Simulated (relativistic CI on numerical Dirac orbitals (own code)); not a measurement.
Computed by Dirac-Coulomb-Breit CI, separate exchange-only KLI orbitals for each configuration, QED by a radiative potential, unscaled Slater integrals (own radial code, finite nucleus).

CI space (outside the closed core [Ne]): 3s2 3p6 3d10, 3s2 3p6 3d9 4s, 3s2 3p6 3d9 4p, 3s2 3p6 3d9 4d, 3s2 3p6 3d8 4s2, 3s2 3p6 3d8 4s 4p, 3s2 3p6 3d9 4f, 3s2 3p6 3d9 5s, 3s2 3p6 3d8 4p2, 3s2 3p6 3d9 5p, 3s2 3p5 3d10 4s, 3s2 3p6 3d8 4s 4d, 3s2 3p6 3d9 5d, 3s2 3p6 3d8 4p 4d, 3s2 3p5 3d10 4p, 3s2 3p6 3d9 5f, 3s2 3p6 3d9 5g, 3s2 3p6 3d9 6s, 3s2 3p6 3d9 6p, 3s2 3p5 3d9 4s2, 3s2 3p6 3d8 4d2, 3s2 3p6 3d9 6d, 3s2 3p5 3d9 4s 4p, 3s2 3p5 3d10 4d, 3s 3p6 3d10 4s, 3s2 3p5 3d9 4p2, 3s2 3p5 3d9 4s 4d, 3s 3p6 3d10 4p, 3s2 3p5 3d10 4f, 3s 3p6 3d9 4s2, 3s2 3p5 3d10 5s, 3s2 3p5 3d9 4p 4d, 3s 3p6 3d9 4s 4p, 3s2 3p5 3d10 5p, 3s2 3p5 3d10 5d, 3s2 3p4 3d10 4s2. Levels of other configurations are missing.

At this charge energies of transitions that change n are usually good to better than 1 %, and those within a shell (Δn = 0) to a few per cent.

Outline of the computed level scheme of Nb XIV. Lowest level of each configuration: 3s2 3p6 3d10 1S_0 at 0.000 eV; 3s2 3p6 3d9 4s 3D_3 at 186.278 eV; 3s2 3p6 3d9 4p 3P°_2 at 213.725 eV; 3s2 3p6 3d9 4d 3S_1 at 260.700 eV; 3s2 3p6 3d9 4f 3P°_0 at 307.052 eV.

Some strong electric-dipole decays among the lowest 45 levels: 3s2 3p6 3d9 4p 1P°_1 → 3s2 3p6 3d10 1S_0 (3.3e+11 s⁻¹); 3s2 3p6 3d9 4p 3D°_1 → 3s2 3p6 3d10 1S_0 (7.3e+10 s⁻¹); 3s2 3p6 3d9 4f 3H°_6 → 3s2 3p6 3d9 4d 3G_5 (4.9e+10 s⁻¹); 3s2 3p6 3d9 4f 3H°_5 → 3s2 3p6 3d9 4d 3G_4 (4.8e+10 s⁻¹); 3s2 3p6 3d9 4d 3G_4 → 3s2 3p6 3d9 4p 3F°_3 (4.6e+10 s⁻¹); 3s2 3p6 3d9 4d 3G_5 → 3s2 3p6 3d9 4p 3F°_4 (4.5e+10 s⁻¹); 3s2 3p6 3d9 4d 1G_4 → 3s2 3p6 3d9 4p 3F°_3 (4.4e+10 s⁻¹); 3s2 3p6 3d9 4f 3G°_5 → 3s2 3p6 3d9 4d 3F_4 (4.1e+10 s⁻¹).

LS names give the leading component of a level, which can be under half, so a name can repeat, a term be missing and a line seem to break the LS rules.
